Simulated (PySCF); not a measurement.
# Potential energy of InB along the bond

Set-up: PySCF, scalar-relativistic core potentials, basis sets In def2-SVP with ECP28, B def2-SVP. Energies in eV from In + B in their ground configurations at the same level. State: ³Π (triplet), unpaired electrons σ ↑, π ↑.

All columns are B97-3. A positive dipole means In(−)B(+).

| R (Å) | E (eV) | μ (D) | Mulliken charge on In (basis-dependent) | HOMO (eV) | LUMO (eV) | Mayer bond order | ⟨S²⟩ |
| --- | --- | --- | --- | --- | --- | --- | --- |
| 2.093 | -1.169 | -1.15 | 0.16 | -5.08 | -3.30 | 1.27 | 2.01 |
| 2.191 | -1.451 | -1.41 | 0.18 | -5.09 | -3.12 | 1.21 | 2.01 |
| 2.288 | -1.611 | -1.68 | 0.20 | -5.08 | -2.97 | 1.17 | 2.01 |
| 2.361 | -1.672 | -1.89 | 0.22 | -5.03 | -2.86 | 1.14 | 2.01 |
| 2.434 | -1.695 | -2.10 | 0.24 | -4.91 | -2.77 | 1.11 | 2.01 |
| 2.507 | -1.689 | -2.31 | 0.25 | -4.79 | -2.68 | 1.09 | 2.01 |
| 2.604 | -1.646 | -2.59 | 0.26 | -4.65 | -2.58 | 1.06 | 2.01 |
| 2.726 | -1.555 | -2.91 | 0.28 | -4.50 | -2.48 | 1.03 | 2.01 |
| 2.872 | -1.413 | -3.25 | 0.29 | -4.34 | -2.38 | 1.00 | 2.01 |
| 3.067 | -1.199 | -3.65 | 0.29 | -4.17 | -2.30 | 0.98 | 2.01 |

A fit through these points gives, at Re = 2.452 Å, μ = -2.15 D and dμ/dR = -2.90 D/Å; the reduced mass is 10.05 u.

Problem. How strong is the fundamental in the double-harmonic approximation, I = 42.26·(dμ/dR)²/μred km/mol?

Solution. I = 42.26·(-2.90)²/10.05 = 35.4 km/mol at B97-3.

Spin–orbit coupling is left out, which matters for elements this heavy, above all for dissociation energies. The state was picked by a PBE0 search and need not be the measured ground state.
